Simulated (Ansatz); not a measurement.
Hg2Cl4⁺. The state is a doublet with charge 1. Geometry PBE0-D4/def2-SVP.

```xyz
6

Hg   -0.8312   -2.4812   -1.0064
Hg    0.8161    2.4928    0.9883
Cl   -2.5656   -3.8323   -1.4933
Cl   -0.0580    0.3361    1.4927
Cl    1.0008   -1.0496   -0.4933
Cl    1.6379    4.5342    0.5120
```

In the def2 sets Hg takes a core potential; there is no spin–orbit coupling. In the doublet, Cl4 and Cl5 lie 2.64 Å apart (atoms count from 1), so these atoms are partly bonded to each other. The structure comes from a short search, and lower isomers may exist.

Question: Estimate the α-spin orbital energies around the gap (eV) in Ansatz with HF/def2-TZVP, PBE-D4/def2-SVP, PBE-D4/def2-TZVP, PBE0-D4/def2-SVP, r2SCAN0-D4/def2-TZVP.

Answer: 
| orbital | HF/def2-TZVP | PBE-D4/def2-SVP | PBE-D4/def2-TZVP | PBE0-D4/def2-SVP | r2SCAN0-D4/def2-TZVP |
| --- | --- | --- | --- | --- | --- |
| HOMO−5 | -17.13 | -12.70 | -12.81 | -14.52 | -14.85 |
| HOMO−4 | -17.11 | -12.18 | -12.26 | -14.04 | -14.43 |
| HOMO−3 | -15.98 | -11.77 | -11.84 | -12.90 | -13.16 |
| HOMO−2 | -15.96 | -11.65 | -11.72 | -12.87 | -13.13 |
| HOMO−1 | -15.96 | -11.62 | -11.71 | -12.86 | -13.12 |
| HOMO | -15.95 | -11.61 | -11.69 | -12.85 | -13.11 |
| LUMO | -3.85 | -8.20 | -8.20 | -7.39 | -7.31 |
| LUMO+1 | -3.35 | -7.99 | -7.99 | -7.13 | -7.05 |
| LUMO+2 | -2.34 | -5.02 | -5.38 | -4.40 | -4.53 |
| LUMO+3 | -2.22 | -4.95 | -5.30 | -4.32 | -4.44 |
| LUMO+4 | -2.15 | -4.91 | -5.23 | -4.28 | -4.38 |
| LUMO+5 | -2.12 | -4.86 | -5.20 | -4.23 | -4.33 |
| β HOMO | -15.89 | -11.57 | -11.66 | -12.82 | -13.09 |
| β LUMO | -6.84 | -11.11 | -11.17 | -10.67 | -10.59 |
